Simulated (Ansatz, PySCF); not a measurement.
Here is a job for PySCF.
```python
from pyscf import gto, scf, dft

mol = gto.Mole()
mol.atom = '''
    Be   -0.339317    0.411648   -0.785510
    F     1.035833   -0.108835   -0.249415
    F    -0.885025   -0.074120    0.598531
'''
mol.basis = 'def2-svpd'
mol.charge = 0
mol.spin = 2
mol.verbose = 3
mol.build()

mf = dft.UKS(mol)
mf.xc = 'wb97x_v'
mf.grids.atom_grid = (99, 590)
mf.grids.prune = None
mf.kernel()
```

**Question.** Convert this to an input for Ansatz (a program for electronic structure).

**Answer.** One answer among several that fit: 
Ansatz 0.2 input:
```yaml
crystal:
  periodic: [false, false, false]
  atoms:
    - {symbol: Be, position_ang: [-0.33931682, 0.41164761, -0.78551009]}
    - {symbol: F, position_ang: [1.03583286, -0.10883487, -0.24941508]}
    - {symbol: F, position_ang: [-0.88502539, -0.07411962, 0.59853068]}
basis:
  gaussian:
    orbitals: def2-SVPD
hamiltonian:
  xc: {name: wB97X-V}
magnetization: {spin_polarized: true, initial_magnetization: 2}
accuracy: high
```

Both were run: PySCF gave -214.109013 Eh and Ansatz -214.109015 Eh, 0.002 mEh apart.
